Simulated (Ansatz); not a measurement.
Computed with frozen-core CCSD(T)/cc-pVTZ // PBE0-D3(BJ)/def2-TZVP run with Ansatz (a quantum-chemistry and plane-wave program).

Ansatz 0.2 input:
```yaml
crystal:
  periodic: [false, false, false]
  atoms:
    - { symbol: C, position_ang: [-0.543887, -0.783848, -0.125361] }
    - { symbol: C, position_ang: [-0.603029, 0.721933, 0.204375] }
    - { symbol: Si, position_ang: [1.098776, 0.059825, -0.07516] }
    - { symbol: H, position_ang: [-0.814306, -1.463474, 0.675919] }
    - { symbol: H, position_ang: [-0.956154, -1.081827, -1.083684] }
    - { symbol: H, position_ang: [-0.910306, 0.982806, 1.211647] }
    - { symbol: H, position_ang: [-1.052141, 1.360897, -0.548723] }
    - { symbol: H, position_ang: [1.796036, 0.364564, -1.341921] }
    - { symbol: H, position_ang: [1.98843, -0.159082, 1.084343] }
basis:
  gaussian: { orbitals: cc-pVTZ }
correlation:
  method: ccsd_t
```

Output:

```
Functional definition: HF
995 factors; integrals over basis functions are off by at most 9.0e-4 eV
mean field evaluation 1: about -10015.0659 eV, gradient 3.1e1 eV
mean field evaluation 2: about -10015.0726 eV, gradient 3.1e1 eV
mean field evaluation 4: about -10017.8347 eV, gradient 3.2e0 eV
mean field evaluation 8: about -10017.8737 eV, gradient 3.5e-4 eV
mean field evaluation 16: about -10017.8730 eV, gradient 3.3e-1 eV
mean field -10017.87366709 eV, -368.1500669068 hartree, gradient 3.1e-6 eV, S^2 0.000000; 0 other end points of the search recorded, 0 dependent functions left out
7 core orbitals not correlated
reference -10017.87366709 eV, -368.1500669068 hartree; 9, 9 occupied and 162, 162 virtual orbitals, 995 factors
second order -12.83575444 eV of doubles, -0.00000000 eV of singles
cycle   1  -13.44440733 eV  change   -6.1e-1 eV  update   7.6e-2
cycle   2  -13.81682312 eV  change   -3.7e-1 eV  update   2.3e-2
cycle   3  -13.86294664 eV  change   -4.6e-2 eV  update   8.8e-3
cycle   4  -13.86017953 eV  change    2.8e-3 eV  update   2.6e-3
cycle   5  -13.86047864 eV  change   -3.0e-4 eV  update   9.9e-4
cycle   6  -13.86023154 eV  change    2.5e-4 eV  update   3.2e-4
cycle   7  -13.86018033 eV  change    5.1e-5 eV  update   1.1e-4
cycle   8  -13.86019440 eV  change   -1.4e-5 eV  update   3.1e-5
cycle   9  -13.86018544 eV  change    9.0e-6 eV  update   7.9e-6
perturbative correction -0.57099070 eV, -0.0209835212 hartree
Total energy: -10032.30484322 eV, -368.6804028480 hartree
```

Cost: around 30 core-seconds (rough).
